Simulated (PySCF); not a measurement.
Excitations are Tamm–Dancoff values on a coarser integration grid. The basis has no diffuse functions, so Rydberg states are missing or too high.

Cartesian coordinates (Å):
SMILES: [SiH3][GeH2][SiH3]
```xyz
11

Si    -1.9265    -0.3461     0.3465
Ge    -0.0016     0.9872    -0.0823
Si     1.9278    -0.3926    -0.2846
H     -1.7249    -1.1267     1.6050
H     -3.1514     0.4975     0.4920
H     -2.1319    -1.3048    -0.7816
H      0.1978     1.9970     1.0633
H     -0.2039     1.7917    -1.3799
H      2.1377    -1.1484     0.9875
H      1.7275    -1.3734    -1.3945
H      3.1495     0.4186    -0.5714
```
Charge 0, spin multiplicity 1.

**Question.** What is the computed HOMO–LUMO gap, LUMO and T1 excitation (TDA) (r2SCAN-D4/def2-TZVP // r2SCAN-D4/def2-SVP (PySCF))?

**Answer.** 
```yaml
HOMO–LUMO gap: 6.50 eV
LUMO: -0.64 eV
T1 excitation (TDA): 5.78 eV
```
